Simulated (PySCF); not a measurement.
Substituent effects on chemical shifts

Parent skeleton `[CH3:1][C:2]#[N+:3][CH3:4]`; one hydrogen on atom 1 is replaced by X. Hydrogens on one atom are averaged.

Averaged over atoms made equivalent by symmetry, fast rotation or ring inversion, one computed conformer, no solvent, non-relativistic. PBE0/pcSseg-1 with gauge-including orbitals; coordinates at the GFN2-xTB level; PySCF 2.14.

References, each an isolated molecule treated in the same way: TMS for ¹³C (σref 186.93) and ¹H (σref 31.72); ¹⁵N (σref 267.73) vs NH3.

Parent (X = H): C1 -1.2, C2 119.0, N3 168.3, C4 24.7, H(C1) 3.32, H(C4) 4.17 ppm. Effects are Δδ = δ(X) − δ(H), positive for deshielding.

(1) Give Δδ (ppm) for X = SO2CH3, SOCH3, iPr.

(2) Which position responds most, and to which substituents?

## Answers

(1) 
```tsv
X	SMILES	C1	C2	N3	C4	H(C1)	H(C4)
SO2CH3	C[N+]#CCS(C)(=O)=O	+48.5	-2.7	+10.6	+0.7	+0.86	+0.17
SOCH3	C[N+]#CC[S@](C)=O	+40.8	-4.1	+16.5	+1.5	+0.57	+0.17
iPr	C[N+]#CCC(C)C	+23.9	+3.7	-0.2	+0.2	-0.35	-0.05
```

(2) C1: from +23.9 ppm with iPr to +48.5 ppm with SO2CH3.

Experimental scales use liquid or dissolved standards, which lie at an offset from isolated NH3 (liquid NH3: subtract about 20 ppm). Unscaled 15N shifts of sp2 nitrogen often come out too high even then, by a few to some tens of ppm.
